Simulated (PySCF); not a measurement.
```xyz
8

S      1.7980    -0.9924    -0.7596
Ge     0.0197    -0.2627     0.3496
S     -1.6337    -1.2401    -0.7620
S     -0.1373     1.9538     0.3746
H      2.6404    -0.2197    -0.0514
H      0.0443    -0.6504     1.8349
H     -2.5793    -0.6376    -0.0194
H     -0.1520     2.0490    -0.9668
```

Charge 0, multiplicity 1.

Q: Give the Mulliken and meta-Löwdin atomic charges from r2SCAN-D4/def2-TZVP (PySCF).

A: 
```
atom  Mulliken (e)  meta-Löwdin (e)
----  ------------  ---------------
S1           -0.35            -0.28
Ge2           0.48             0.55
S3           -0.35            -0.28
S4           -0.35            -0.29
H5            0.17             0.12
H6            0.05            -0.05
H7            0.17             0.12
H8            0.18             0.12
```
